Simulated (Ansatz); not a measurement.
C$_{2}$H$_{4}$FNOSi, SMILES `FC1([SiH3])N=CO1` from Hartree–Fock to CCSD(T)

```xyz
10

F     0.736   -1.670   -0.765
C     0.274   -0.461   -0.421
Si   -0.685   -0.469    1.240
N    -0.368    0.282   -1.501
C     0.593    1.107   -1.324
O     1.379    0.524   -0.389
H    -1.896   -1.301    1.060
H     0.200   -1.045    2.280
H    -1.033    0.938    1.545
H     0.800    2.095   -1.724
```

Total charge 0; spin multiplicity 1. All single points use the PBE0-D4/def2-TZVP geometry. Frozen core, restricted reference, the Gaussian-basis code of Ansatz. CBS rows extrapolate triple and quadruple zeta; past MP2 they add the triple-zeta difference.

| basis | HF (Eh) | MP2 corr. | CCSD corr. | (T) | CCSD(T) total |
| --- | --- | --- | --- | --- | --- |
| def2-TZVPP | -595.81423 | ? | -1.13768 | ? | ? |
| def2-QZVPP | ? | -1.19807 | – | – | – |
| CBS(def2) | -595.83976 | ? | -1.28750 | as TZ | ? |

Fill in the withheld values. (Best estimate.)

The calculation gave: def2-TZVPP MP2 corr.: -1.11201; def2-TZVPP (T): -0.04912; def2-TZVPP CCSD(T) total: -597.00103; def2-QZVPP HF (Eh): -595.83667; CBS(def2) MP2 corr.: -1.26182; CBS(def2) CCSD(T) total: -597.17638.
